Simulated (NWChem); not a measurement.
System: CH$_{4}$OSSi, singlet; SMILES CO[Si]S

NWChem input:

```
start job
memory heap 200 mb stack 900 mb global 1100 mb
geometry units angstroms noautoz
  Si     0.799712     0.021692    -0.001726
  O     -0.495280    -1.031669    -0.000068
  C     -0.388129    -2.431142     0.000338
  H     -0.881963    -2.842154     0.895413
  H     -0.893630    -2.843203    -0.887680
  H      0.662590    -2.777129    -0.006309
  S     -0.377819     1.828602     0.000790
  H      0.721467     2.615329    -0.000563
end
basis spherical
  Si library 3-21g
  O library 3-21g
  C library 3-21g
  H library 3-21g
  S library 3-21g
end
dft
  xc xpbe96 cpbe96
  iterations 150
  mulliken
end
task dft energy
```

Excerpt of the output:

```
             Northwest Computational Chemistry Package (NWChem) 7.3.0
             --------------------------------------------------------

 C1  symmetry detected

                             Geometry "geometry" -> ""
                             -------------------------

 Output coordinates in angstroms (scale by  1.889725989 to convert to a.u.)

  No.       Tag          Charge          X              Y              Z
 ---- ---------------- ---------- -------------- -------------- --------------
    1 Si                  14.0000     0.83144984     0.01734999    -0.00006534
    2 O                    8.0000    -0.44579998    -1.05745657    -0.00051432
    3 C                    6.0000    -0.31533084    -2.45494835     0.00032307
    4 H                    1.0000    -0.80382702    -2.87400885     0.89459480
    5 H                    1.0000    -0.81231827    -2.87550796    -0.88851583
    6 H                    1.0000     0.74102099    -2.78336889    -0.00440677
    7 S                   16.0000    -0.37604736     1.80437541     0.00005674
    8 H                    1.0000     0.70996912     2.60932195     0.00051088

 Effective nuclear repulsion energy (a.u.)     199.5181334225

  pbe96 is a nonlocal functional; adding pw91lda local functional.

                                 NWChem DFT Module
                                 -----------------

 Summary of "ao basis" -> "ao basis" (spherical)
 ------------------------------------------------------------------------------
       Tag                 Description            Shells   Functions and Types
 ---------------- ------------------------------  ------  ---------------------
 Si                          3-21g                   7       13   4s3p
 O                           3-21g                   5        9   3s2p
 C                           3-21g                   5        9   3s2p
 H                           3-21g                   2        2   2s
 S                           3-21g                   7       13   4s3p

            General Information
            -------------------
          SCF calculation type: DFT
          Wavefunction type:  closed shell.
          No. of atoms     :     8
          No. of electrons :    48
           Alpha electrons :    24
            Beta electrons :    24
          Charge           :     0
          Spin multiplicity:     1
          Use of symmetry is: off; symmetry adaption is: off
          Maximum number of iterations: 150
          AO basis - number of functions:    52
                     number of shells:    32
          Convergence on energy requested:  1.00D-06
          Convergence on density requested:  1.00D-05
          Convergence on gradient requested:  5.00D-04

              XC Information
              --------------
          PerdewBurkeErnzerhof Exchange Functional  1.000
            Perdew 1991 LDA Correlation Functional  1.000 local
           PerdewBurkeErnz. Correlation Functional  1.000 non-local

             Grid Information
             ----------------
          Grid used for XC integration:  medium
          Radial quadrature: Mura-Knowles
          Angular quadrature: Lebedev.
          Tag              B.-S. Rad. Rad. Pts. Rad. Cut. Ang. Pts.
          ---              ---------- --------- --------- ---------
          Si                  1.10       88           9.0       590
          O                   0.60       49          10.0       434
          C                   0.70       49          12.0       434
          H                   0.35       45          12.0       434
          S                   1.00       88          11.0       590
          Grid pruning is: on
          Number of quadrature shells:   454
          Spatial weights used:  Erf1

      Superposition of Atomic Density Guess
      -------------------------------------

 Sum of atomic energies:        -796.68641278

      Non-variational initial energy
      ------------------------------

 Total energy =    -798.001077
 1-e energy   =   -1498.569380
 2-e energy   =     501.050169
 HOMO         =      -0.240791
 LUMO         =      -0.016151

     ---------------------------------------------
      Total Density - Mulliken Population Analysis
     ---------------------------------------------

    Atom       Charge   Shell Charges
 -----------   ------   -------------------------------------------------------
    1 Si  14    12.96   2.00  1.98  5.85  0.80  0.85  1.03  0.45
    2 O    8     8.97   1.99  0.43  2.26  1.44  2.85
    3 C    6     6.20   1.99  0.39  1.41  1.04  1.38
    4 H    1     0.80   0.43  0.36
    5 H    1     0.80   0.43  0.36
    6 H    1     0.81   0.43  0.38
    7 S   16    16.72   2.00  1.96  5.89  1.01  2.53  0.95  2.38
    8 H    1     0.74   0.34  0.40

   convergence    iter        energy       DeltaE   RMS-Dens  Diis-err
 ---------------- ----- ----------------- --------- --------- ---------
 d= 0,ls=0.0,diis     1   -798.7281126723 -9.98D+02  4.41D-02  7.97D-01
 d= 0,ls=0.0,diis     2   -798.1830499421  5.45D-01  3.44D-02  5.33D+00
 d= 0,ls=0.0,diis     3   -798.7936659946 -6.11D-01  1.47D-02  2.62D-01
 d= 0,ls=0.0,diis     4   -798.8108114031 -1.71D-02  8.45D-03  1.02D-01
 d= 0,ls=0.0,diis     5   -798.8290755073 -1.83D-02  1.78D-03  4.39D-03
  Resetting Diis
 d= 0,ls=0.0,diis     6   -798.8298137718 -7.38D-04  3.71D-04  5.34D-04
 d= 0,ls=0.0,diis     7   -798.8298803956 -6.66D-05  3.93D-04  3.80D-05
 d= 0,ls=0.0,diis     8   -798.8298480649  3.23D-05  2.38D-04  3.15D-04
 d= 0,ls=0.0,diis     9   -798.8298866158 -3.86D-05  4.77D-05  4.09D-06
 d= 0,ls=0.0,diis    10   -798.8298872910 -6.75D-07  1.75D-05  5.06D-07
 d= 0,ls=0.0,diis    11   -798.8298873777 -8.67D-08  2.92D-06  1.71D-08

         Total DFT energy =     -798.829887377689
      One electron energy =    -1500.425594365632
           Coulomb energy =      563.556600742471
    Exchange-Corr. energy =      -61.479027176997
 Nuclear repulsion energy =      199.518133422469

[...]
```

Level: PBE/3-21G. Low-valent species are run as closed-shell singlets; no triplet was tried in these runs. Coordinates come from a PBE0/def2-SVP optimisation.
